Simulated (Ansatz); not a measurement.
A CCSD(T) single point on CHBrGaN.

```yaml
crystal:
  periodic: [false, false, false]
  atoms:
    - {symbol: Br, position_ang: [-1.984490, -1.206313, 0.135364]}
    - {symbol: Ga, position_ang: [-0.875280, -0.173311, 2.029188]}
    - {symbol: C, position_ang: [0.967846, 0.429316, -0.760704]}
    - {symbol: N, position_ang: [1.246408, 0.796425, 0.288899]}
    - {symbol: H, position_ang: [0.695315, 0.080182, -1.734147]}
basis:
  gaussian: {orbitals: def2-TZVPP}
correlation: {method: ccsd_t}
output: {orbitals: {seedname: orbitals}}
```

```sh
$ ansatz run in.yaml --threads 2 --pin off --events-out ev --progress --plain --max-ram 4352MiB
```

Output of Ansatz, abridged:

```
Functional definition: HF
1114 factors; integrals over basis functions are off by at most 9.2e-4 eV
mean field evaluation 1: about -124861.1385 eV, gradient 2.9e1 eV
mean field evaluation 2: about -124861.3335 eV, gradient 2.9e1 eV
mean field evaluation 4: about -124863.6188 eV, gradient 3.5e0 eV
mean field evaluation 8: about -124863.6690 eV, gradient 4.0e-1 eV
mean field evaluation 16: about -124863.6699 eV, gradient 1.3e-6 eV
mean field -124863.66992941 eV, -4588.6552342705 hartree, gradient 1.3e-6 eV, S^2 0.000000; 0 other end points of the search recorded, 0 dependent functions left out
20 core orbitals not correlated: weight in the atoms' cores, before any rotation towards them, 1.000 or more for the frozen orbitals, at most 0.000 for the correlated occupied ones
reference -124863.66992941 eV, -4588.6552342705 hartree; 20, 20 occupied and 132, 132 virtual orbitals, 1114 factors
second order -22.19778077 eV of doubles, -0.00000000 eV of singles
cycle   1  -21.56695644 eV  change    6.3e-1 eV  update   1.2e-1
cycle   2  -22.29632003 eV  change   -7.3e-1 eV  update   3.8e-2
cycle   3  -22.41070931 eV  change   -1.1e-1 eV  update   1.8e-2
cycle   4  -22.39537647 eV  change    1.5e-2 eV  update   4.3e-3
cycle   5  -22.39867750 eV  change   -3.3e-3 eV  update   1.8e-3
cycle   6  -22.39967626 eV  change   -1.0e-3 eV  update   5.1e-4
cycle   7  -22.39960801 eV  change    6.8e-5 eV  update   2.1e-4
cycle   8  -22.39963078 eV  change   -2.3e-5 eV  update   8.0e-5
cycle   9  -22.39963426 eV  change   -3.5e-6 eV  update   3.2e-5
perturbative correction -1.00208989 eV, -0.0368261241 hartree
Total energy: -124887.07165355 eV, -4589.5152317706 hartree
```

It took 2.2 min on 2 threads of an Intel Xeon on a shared host, with 1.6 GiB of host memory at the peak.

Correlation energy per correlated electron: -0.585 eV. T1 diagnostic: 0.0121.
